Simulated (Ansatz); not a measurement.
Harmonic frequencies (cm⁻¹) at PBE0-D4/def2-TZVP from Ansatz: 74, 83, 85, 110, 142, 226, 266, 331, 373, 441, 555, 726, 748, 772, 837, 870, 920, 1147, 1183, 1214, 1481, 1493, 1500, 1938, 1947, 2200, 3017, 3083, 3121, 3894.

Each molecule was computed in one conformer, which needn't be the lowest.

(1) Which molecule is it?
A. `CO[SiH](O)[GaH2]`
B. `CN1C[SiH2]1`
C. `NC(F)[B](F)[AlH2]`
D. `C=CC1=C[SiH2]1`

Answers

(1) A.
